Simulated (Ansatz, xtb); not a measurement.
## Two isomers of C3H7BrOSi

Structure I is `C[Si](C)(Br)C=O`, a singlet and structure II is `O=CC[SiH2]CBr`, a singlet. Both are isolated molecules in the gas phase, relaxed with PBE0-D3(BJ)/def2-SVP; the shapes shown needn't be the lowest conformers.

I (Å):

| atom | x (Å) | y (Å) | z (Å) |
| --- | --- | --- | --- |
| C | 0.7824 | -0.5328 | -1.3479 |
| C | -0.5717 | 0.4489 | 1.2711 |
| C | 2.2470 | -0.7778 | 1.3442 |
| Br | -0.3301 | -2.8812 | 0.8019 |
| O | 2.8761 | 0.2514 | 1.2733 |
| Si | 0.5260 | -0.8329 | 0.4754 |
| H | 1.3359 | 0.4107 | -1.4793 |
| H | 1.3629 | -1.3457 | -1.8081 |
| H | -0.1819 | -0.4537 | -1.8719 |
| H | -0.7696 | 0.2058 | 2.3252 |
| H | -0.0681 | 1.4278 | 1.2258 |
| H | -1.5348 | 0.5216 | 0.7438 |
| H | 2.6616 | -1.6638 | 1.9009 |

II (Å):

```xyz
13

C    -0.7153   -1.2980   -0.7799
C     0.1539   -0.0945   -0.9550
C    -0.6806    1.1808    1.6880
Br   -1.3348    2.7941    0.8181
O    -1.7763   -1.2886   -0.2073
Si    0.7948    0.4958    0.7329
H    -0.3046   -2.2567   -1.1911
H    -0.4521    0.7491   -1.3294
H     0.9859   -0.2842   -1.6486
H     1.8373    1.5452    0.5469
H     1.3746   -0.6599    1.4868
H    -0.4403    1.4460    2.7263
H    -1.5075    0.4567    1.6730
```

Task: Estimate which is lower in electronic energy at CCSD(T)/def2-SVP + ΔMP2/def2-TZVPP, and by roughly how much.

Result: The CCSD(T)/def2-SVP + ΔMP2/def2-TZVPP calculation puts structure I lower, by 37.3 kcal/mol.

Level by level:

```json
{"level": "GFN2-xTB", "geometry": "GFN2-xTB", "E(II) − E(I) (kcal/mol)": "+15.1", "departure from the last row (kcal/mol)": "−22.3", "job, with rough time for the two": "optimisation, 0.3 s"}
{"level": "HF/STO-3G", "geometry": "GFN2-xTB", "E(II) − E(I) (kcal/mol)": "+43.4", "departure from the last row (kcal/mol)": "+6.0", "job, with rough time for the two": "single point, 1.2 s"}
{"level": "r2SCAN-D4/def2-SVP", "geometry": "GFN2-xTB", "E(II) − E(I) (kcal/mol)": "+36.8", "departure from the last row (kcal/mol)": "−0.5", "job, with rough time for the two": "single point, 6.6 s"}
{"level": "PBE0-D3(BJ)/def2-SVP", "geometry": "PBE0-D3(BJ)/def2-SVP", "E(II) − E(I) (kcal/mol)": "+36.4", "departure from the last row (kcal/mol)": "−0.9", "job, with rough time for the two": "optimisation, 2.9 min"}
{"level": "HF/def2-SVP", "geometry": "PBE0-D3(BJ)/def2-SVP", "E(II) − E(I) (kcal/mol)": "+37.3", "departure from the last row (kcal/mol)": "0.0", "job, with rough time for the two": "part of the CCSD(T) run"}
{"level": "MP2/def2-SVP", "geometry": "PBE0-D3(BJ)/def2-SVP", "E(II) − E(I) (kcal/mol)": "+37.3", "departure from the last row (kcal/mol)": "−0.1", "job, with rough time for the two": "part of the CCSD(T) run"}
{"level": "CCSD(T)/def2-SVP", "geometry": "PBE0-D3(BJ)/def2-SVP", "E(II) − E(I) (kcal/mol)": "+35.7", "departure from the last row (kcal/mol)": "−1.6", "job, with rough time for the two": "single point"}
{"level": "CCSD(T)/def2-SVP + ΔMP2/def2-TZVPP", "geometry": "PBE0-D3(BJ)/def2-SVP", "E(II) − E(I) (kcal/mol)": "+37.3", "departure from the last row (kcal/mol)": "", "job, with rough time for the two": "single point, 1.9 min"}
```

As drawn, II has 1 C–C, 1 C–Br, 2 Si–H in place of 1 C–Si, 1 Br–Si, 2 C–H.

None of the levels shown reverses the order. The largest departure from CCSD(T)/def2-SVP + ΔMP2/def2-TZVPP is that of GFN2-xTB, 22.3 kcal/mol. The last row adds to CCSD(T) the change of the MP2 difference between the two basis sets, here +1.6 kcal/mol.

With thermal terms from frequencies at re-optimised GFN2-xTB minima (ideal gas, soft modes damped towards free rotors, one conformer each, 298.15 K, 1 atm): the zero-point term adds −1.9 kcal/mol; ΔH is +34.6 and ΔG +36.4 kcal/mol.

The correlated steps freeze 18 core orbitals; the filled d shell of Br is correlated, in a basis made for valence electrons. Run with Ansatz 0.2.0, xtb 6.7.1; the last row on 2 threads of Intel(R) Xeon(R) Platinum 8375C CPU @ 2.90GHz (Ice Lake) on a shared host.
